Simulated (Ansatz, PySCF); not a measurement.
Complex: CH4O (SMILES CO) (first 6 atoms) with GeH4 (SMILES [GeH4]); geometry from B3LYP-D3(BJ)/def2-TZVP, rigid monomers moved along the line of their centres of mass till O2···Ge7 is 3.67 Å.
(charge 0, multiplicity 1):
```xyz
11

C     -0.450     0.172     0.489
O      0.791     0.282     1.175
H     -1.253     0.708     1.005
H     -0.703    -0.887     0.466
H     -0.381     0.536    -0.541
H      1.042     1.210     1.215
Ge    -0.010    -0.151     4.727
H     -0.554    -1.346     3.935
H     -0.603     1.156     4.179
H      1.521    -0.106     4.664
H     -0.444    -0.293     6.200
```

Interaction energies are E(AB) − E(A) − E(B) at the monomers' geometry in the complex; basis-set methods are counterpoise corrected. Rows marked so take none.

Rows in 3-21G carry no dispersion term and start afresh at each structure; the Pople sets are all-electron and without relativity.

The values were computed with Ansatz (an electronic-structure program); PySCF for 3-21G rows, the dispersion terms. Values without a source in brackets are computed.

Question: One of these levels gives -1.21 kcal/mol for the interaction energy. Which?
A) r2SCAN/def2-TZVPPD
B) HF/3-21G (no counterpoise)
C) PBE0/def2-TZVPPD
D) r2SCAN-D4/def2-TZVPPD

Answer: A, r2SCAN/def2-TZVPPD. The others give -3.97 (HF/3-21G (no counterpoise)), -1.56 (r2SCAN-D4/def2-TZVPPD), -0.83 (PBE0/def2-TZVPPD)
